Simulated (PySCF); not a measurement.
Computed IR spectrum (relative IR intensity) of a molecule C₂H₇NOSi₂. The structure is a stationary point at PBE-D3(BJ)/def2-SVP. The values are those of a single conformer. Computed with PBE-D3(BJ)/def2-SVP (PySCF). Frequencies are harmonic and unscaled.

Lines under 2 % of the strongest are left out, and lines within 2 cm⁻¹ are merged.

ν (cm⁻¹): 441 (w), 592 (m), 651 (w), 662 (w), 672 (vw), 721 (m), 766 (w), 885 (vs), 915 (s), 927 (vs), 957 (w), 973 (w), 1141 (w), 1314 (w), 1377 (w), 1390 (w), 1614 (m), 2159 (m), 2165 (m), 2191 (s), 3081 (vw) (against the strongest line: vs over 80 %, s over 45 %, m over 15 %, w over 4 %, vw less)

Question: Which structure fits?
A. N[SiH2]C1=CO[SiH2]1
B. CC1=N[SiH2]O[SiH2]1
C. O[Si@H]1C=CN1[SiH3]
D. O=C([SiH3])/N=C/[SiH3]

Answer: B, CC1=N[SiH2]O[SiH2]1
